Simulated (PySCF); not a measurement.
CH₄FMoNO, SMILES [F][Mo](=[O])([CH3])=[NH], multiplicity 1.

Coordinates come from a PBE-D3(BJ)/def2-SVP optimisation. The spin state was assumed, not searched. The structure was generated by enumeration; whether it is a known compound was not checked. The def2 effective core potentials stand for the cores of Mo; spin–orbit coupling is left out.

These are PBE-D3(BJ)/def2-SVP (PySCF) values and carry that method's errors.

Frequencies are harmonic and unscaled.

Computed harmonic wavenumbers and intensities:
| mode | ν (cm⁻¹) | IR (km/mol) | moving atoms (share of kinetic energy) |
|---|---|---|---|
| 1 | 150 | 0.2 | H 83 %, F 9 % |
| 2 | 162 | 1.6 | F 36 %, H 31 %, C 22 %, Mo 8 % |
| 3 | 205 | 0.7 | C 21 %, H 20 %, Mo 17 %, O 16 %, N 15 %, F 11 % |
| 4 | 218 | 3.5 | O 55 %, F 21 %, Mo 10 % |
| 5 | 232 | 3.5 | N 41 %, F 22 %, H 18 %, Mo 11 % |
| 6 | 303 | 16.7 | O 41 %, N 26 %, H 22 % |
| 7 | 493 | 122.6 | H 69 %, N 24 % |
| 8 | 542 | 22.7 | C 62 %, H 24 %, Mo 12 % |
| 9 | 589 | 20.1 | H 79 %, C 14 % |
| 10 | 630 | 31.5 | H 70 %, C 10 %, F 9 % |
| 11 | 681 | 48.4 | F 44 %, H 34 %, Mo 10 % |
| 12 | 717 | 112.2 | H 50 %, F 22 %, N 10 %, Mo 10 % |
| 13 | 972 | 103.6 | N 69 %, Mo 17 % |
| 14 | 1008 | 95.0 | O 78 %, Mo 13 %, N 8 % |
| 15 | 1142 | 1.7 | H 79 %, C 20 % |
| 16 | 1343 | 9.4 | H 94 % |
| 17 | 1354 | 8.5 | H 95 % |
| 18 | 2959 | 1.7 | H 98 % |
| 19 | 3069 | 1.1 | H 90 %, C 10 % |
| 20 | 3086 | 0.2 | H 91 %, C 9 % |
| 21 | 3491 | 130.2 | H 93 % |
